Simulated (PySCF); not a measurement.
## Vibration and rotation of GeCl⁺

PBE0 constants of GeCl⁺, ¹Σ⁺ (singlet), closed shell (Ge cc-pVTZ-PP with ECP10, Cl cc-pV(T+d)Z; scalar-relativistic core potentials (PySCF 2.14); masses 73.9212 and 34.9689 u):

| Quantity | Value |
| --- | --- |
| ωe | 506.5 cm⁻¹ |
| ωexe | 1.33 cm⁻¹ |
| Be | 0.16717 cm⁻¹ |
| αe | 0.000671 cm⁻¹ |
| D (centrifugal) | 7.29e-08 cm⁻¹ |
| De to Ge⁺ + Cl | 4.67 eV |

Estimate the standard entropy (1 bar) and heat capacity of the ideal gas at 298.15 K, rigid rotor with B0 and harmonic oscillator at the fundamental.

Translation (Sackur–Tetrode, M = 108.89 u): 167.4 J/(mol K). Rotation: q = kT/(σB0) = 1240 with σ = 1, 67.6. Vibration: x = hcν0/kT = 2.43, 2.71. S° = 237.6 J/(mol K); Cp = 7R/2 + 5.19 = 34.3 J/(mol K).

For an ion De counts to the pair picked by the measured ionisation energies or electron affinities, which need not be the lowest pair at this level.
